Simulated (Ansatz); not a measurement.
Cartesian coordinates in Å:
```
C 0.3549 1.3448 1.8214
B 0.0967 0.4866 0.5480
C -0.3852 0.7692 -0.9851
B -0.0666 -0.5920 -0.5423
C -0.1044 -1.9859 -1.2297
Cl 0.3497 -3.3524 -0.1577
H 1.2090 2.0157 1.6825
H 0.5828 0.6942 2.6668
H -0.5046 1.9646 2.0939
H -0.2686 1.6603 -0.3046
H -0.7411 1.2334 -1.9029
H -1.1015 -2.2142 -1.6103
H 0.5789 -2.0243 -2.0800
```

Total charge 0; spin multiplicity 1.

Problem. List the PBE0/def2-TZVPP orbital energies in eV (Ansatz). (An estimate is asked.)

Solution. The calculation gave: Occupied: -2766.67, -279.12, -278.97, -278.06, -258.48, -196.83, -196.60, -196.59, -185.29, -183.62, -23.23, -21.80, -19.93, -18.47, -14.92, -13.73, -12.29, -11.79, -11.76, -11.67, -11.11, -10.37, -8.26, -7.83, -7.80, -7.28. Lowest empty: -0.62, 0.33, 1.17, 1.25, 1.42, 1.80, 2.40, 2.61.
